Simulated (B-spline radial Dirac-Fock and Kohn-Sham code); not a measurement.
## X-ray form factors of strontium in several charge states

Method: Dirac-Fock densities. Computed with a B-spline atomic structure program.

Configurations: Sr [Kr] 5s2; Sr²⁺ [Ar] 3d10 4s2 4p6; Sr⁶⁺ [Ar] 3d10 4s2 4p2; Sr¹⁰⁺ [Ar] 3d10; Sr¹¹⁺ [Ar] 3d9. The first column is f₀ of Sr, the others are differences from it.

```csv
s (Å⁻¹),Sr,Δ Sr²⁺,Δ Sr⁶⁺,Δ Sr¹⁰⁺,Δ Sr¹¹⁺
0,38.000,-2.000,-6.000,-10.000,-11.000
0.1,34.458,-0.260,-3.393,-6.844,-7.809
0.2,29.988,+0.101,-1.319,-3.484,-4.353
0.3,25.874,-0.014,-0.207,-1.073,-1.803
0.4,22.522,-0.022,+0.210,+0.169,-0.401
0.5,19.902,-0.005,+0.207,+0.473,+0.060
0.7,15.702,+0.005,0.000,+0.127,-0.041
0.9,12.229,+0.001,-0.050,-0.111,-0.148
1.1,9.611,-0.001,-0.029,-0.105,-0.095
1.4,7.249,-0.001,0.000,-0.013,+0.004
```
